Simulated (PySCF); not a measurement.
One conformer, no solvent model, rapidly exchanging positions averaged, non-relativistic. PBE0/pcSseg-1 with gauge-including orbitals; geometry from GFN2-xTB; PySCF.

Shifts are taken against calculated references (same method and geometry level): TMS for $^{1}$H (31.72 ppm), $^{13}$C (186.93 ppm). Acid and N–H amide carbonyl carbons lie up to 10 ppm further downfield in solution (hydrogen bonding). Shifts are as computed. Against solution values, carbons near 30 ppm lie about +3 ppm off and those near 130 ppm about +5 ppm. Of 1211 compounds with measured shifts, 218 miss one by over three times the rms of a fit or turn the order of signals round; such compounds aren't used in these exercises. Groups on amide-type nitrogens are kept apart (slow C–N rotation). OH and NH positions are gas-phase values without hydrogen bonding to other molecules.

**Question.** Order these molecules by the shift of their most deshielded carbon-bound hydrogen, lowest δ first.
A. O=CNC1=CCC=C1
B. C=C(C#CC)C(N)=O
C. C#C[Si@]1(C)C[C@H](C#CC)C1
D. COC1=NC1

**Answer.** C (2.96 ppm, hydrogen on a propargylic sp3 CH), D (4.21 ppm, hydrogen on a methyl carbon bonded to O), B (7.13 ppm, hydrogen on a β carbon of a C=C–C=O unit), A (8.22 ppm, hydrogen on an alkene CH).

**Question.** Order these molecules by the shift of their most shielded carbon-bound hydrogen, lowest δ first.
A. COC1=NC1
B. C#C[Si@]1(C)C[C@H](C#CC)C1
C. O=CNC1=CCC=C1

**Answer.** B (0.40 ppm, hydrogen on a methyl carbon bonded to Si), A (1.98 ppm, hydrogen on a three-membered-ring carbon), C (3.08 ppm, hydrogen on an allylic sp3 CH2).

**Question.** How many $^{13}$C and $^{1}$H signals does each give (equivalence by symmetry and fast rotation, but not about amide C–N or C=N bonds)? `C=C(C#CC)C(N)=O`, `C#C[Si@]1(C)C[C@H](C#CC)C1`, `C[Si](C)(C)n1ncc(C#N)n1`, `O=CNC1=CCC=C1`, `COC1=NC1`

**Answer.** C=C(C#CC)C(N)=O: 6 C, 5 H; C#C[Si@]1(C)C[C@H](C#CC)C1: 8 C, 6 H; C[Si](C)(C)n1ncc(C#N)n1: 4 C, 2 H; O=CNC1=CCC=C1: 6 C, 6 H; COC1=NC1: 3 C, 2 H.
